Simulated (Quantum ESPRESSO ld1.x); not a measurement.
Values are calculated unless marked as measured or tabulated.
Question: Au31+, 48 electrons, occupied as [Kr] 4d10 4f2 (the NIST ground configuration). Level of theory: Dirac Kohn-Sham, PBE, spin-unpolarised, spherical densities, point nucleus; open shells fill j = l - 1/2 first (ld1.x of Quantum ESPRESSO 7.5). Some entries of the table are withheld. Estimate them.

| orbital | occ. | eigenvalue (eV) | <1/r> (bohr^-1) |
|---|---|---|---|
| 1s1/2 | 2 | -81788.0 | 95.84 |
| 2s1/2 | 2 | (1) | (2) |
| 2p1/2 | 2 | -14768.0 | 23.48 |
| 2p3/2 | 4 | -12933.2 | 19.13 |
| 3s1/2 | 2 | -4492.38 | 8.672 |
| 3p1/2 | 2 | -4230.47 | 8.578 |
| 3p3/2 | 4 | -3822.20 | 7.451 |
| 3d3/2 | 4 | (3) | 7.336 |
| 3d5/2 | 6 | (4) | 7.080 |
| 4s1/2 | 2 | -1770.44 | 3.897 |
| 4p1/2 | 2 | -1657.43 | 3.808 |
| 4p3/2 | 4 | -1543.04 | 3.431 |
| 4d3/2 | 4 | -1359.32 | 3.288 |
| 4d5/2 | 6 | -1336.04 | 3.203 |
| 4f5/2 | 2 | -1109.27 | 2.989 |
| 4f7/2 | 0 | -1103.09 | 2.959 |
| 5s1/2 | 0 | -922.957 | 2.064 |
| 5p1/2 | 0 | -872.754 | 2.009 |
| 5p3/2 | 0 | -830.987 | 1.867 |

Answer: 
(1) 2s1/2 eigenvalue (eV): -15355.9
(2) 2s1/2 <1/r> (bohr^-1): 23.54
(3) 3d3/2 eigenvalue (eV): -3390.24
(4) 3d5/2 eigenvalue (eV): -3302.64
